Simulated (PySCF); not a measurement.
Relaxation of quartet MnH₅⁻

Computed with PySCF, UPBE0, basis Mn def2-TZVPD, H def2-TZVPD (no relativity, density fitting). A (50,194) grid was used.

A hand-made square pyramidal start, of C4v symmetry, held to at least that symmetry:

```xyz
6
charge -1 multiplicity 4, angstrom
Mn    0.0000    0.0000   -0.0043
H     0.0000    0.0000    1.5057
H     1.4770    0.0000   -0.3182
H     0.0000    1.4770   -0.3182
H    -1.4770    0.0000   -0.3182
H     0.0000   -1.4770   -0.3182
```

Optimiser trace:
| step | E − E(last) (kJ/mol) | largest gradient (Eh/bohr) |
| --- | --- | --- |
| 0 | 63.33 | 0.03767 |
| 1 | 32.06 | 0.02267 |
| 2 | 8.96 | 0.01299 |
| 3 | 5.35 | 0.01199 |
| 4 | 4.08 | 0.00996 |
| 5 | 2.55 | 0.00625 |
| 6 | 1.04 | 0.00344 |
| 7 | 0.11 | 0.00132 |
| 8 | 0.00 | 0.00020 |
| 9 | 0.00 | 0.00014 |

It ends at C4v with Mn–H 1.556 Å, Mn–H 1.658 Å (×4); H–Mn–H 89.9° (×4), H–Mn–H 92.0° (×4), H–Mn–H 175.9° (×2) (after a last refinement on a finer grid). A frequency run shows 2 imaginary modes (one degenerate set), down to 362i cm⁻¹, so it is a higher-order saddle point.

Final geometry:
Z-matrix (Å, degrees; charge -1 multiplicity 4):
```
Mn
H  1 1.5559
H  1 1.6579 2 92.04
H  1 1.6579 2 92.04 3 -90.00
H  1 1.6579 2 92.04 3 180.00
H  1 1.6579 2 92.04 3 90.00
```

The determinant is spin-contaminated (⟨S²⟩ = 4.01, pure value 3.75). With open d or f shells other occupations or spin states may lie lower.

The relaxation took about 60 core-seconds on a shared host.
